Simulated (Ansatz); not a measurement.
Reaction (hydrogenolysis of a B–Cl bond): `FB(Cl)C[SiH3]` + H₂ → `FBC[SiH3]` + HCl

Computed with Ansatz on PBE0-D4/def2-TZVP structures; ΔE is electronic, products minus reactants. CCSD(T)/CBS is the MP2 limit (def2-TZVPP, def2-QZVPP) plus CCSD(T) − MP2 in def2-TZVPP, frozen cores. This one scheme is used for every species. DFT in def2-TZVPP. B3LYP here is the variant with VWN-RPA as its local correlation; programs differ in this. One conformer a species, not always the lowest.

`FB(Cl)C[SiH3]`:

```xyz
10

F    -0.667    2.329   -0.434
B     0.070    1.501    0.285
Cl    0.273    1.906    1.986
C     0.671    0.223   -0.333
Si   -0.471   -1.265   -0.102
H     0.821    0.344   -1.410
H     1.619   -0.046    0.140
H     0.120   -2.446   -0.783
H    -0.633   -1.563    1.343
H    -1.804   -0.981   -0.693
```

H₂:

Z-matrix (Å, degrees):
```
H
H 1 0.746
```

`FBC[SiH3]`:

Cartesian coordinates in Å:
```
F 0.552 0.908 -2.214
B -0.276 0.138 -1.518
C 0.254 -0.669 -0.314
Si 0.018 0.296 1.291
H -1.428 0.150 -1.857
H -0.307 -1.599 -0.179
H 1.322 -0.889 -0.396
H -1.419 0.611 1.500
H 0.783 1.569 1.247
H 0.500 -0.517 2.438
```

HCl:

```xyz
2

Cl    0.085    0.106    0.625
H    -0.085   -0.106   -0.625
```

```csv
level,ΔE (kJ/mol),difference from CCSD(T)/CBS
PBE-D4,81.5,6.1
r2SCAN-D4,84.4,9.0
B3LYP-D4,76.3,0.9
ωB97M-V,77.6,2.2
PBE,76.2,0.8
r2SCAN,83.1,7.7
PBE0,73.5,-1.9
HF/def2-TZVPP,57.4,-18.0
MP2/def2-TZVPP,82.6,7.2
CCSD/def2-TZVPP,69.3,-6.1
CCSD(T)/def2-TZVPP,74.4,-1.0
HF/def2-QZVPP,56.7,-18.7
MP2/def2-QZVPP,82.9,7.5
HF/CBS(def2),56.6,-18.8
MP2/CBS(def2),83.6,8.2
CCSD/CBS(def2),70.3,-5.1
CCSD(T)/CBS,75.4,0
```

Largest T1 diagnostic among the species: 0.012.

The D4 term adds +8.6 kJ/mol with B3LYP and +4.6 kJ/mol with PBE0; it sums over pairs of atoms, weighted by their polarisabilities, and B3LYP, whose exchange is more repulsive, gets the larger term. In def2-TZVPP, CCSD(T) changes the Hartree–Fock value by +17.0 kJ/mol (the triples alone add +5.1 kJ/mol) and MP2 by +25.2 kJ/mol.
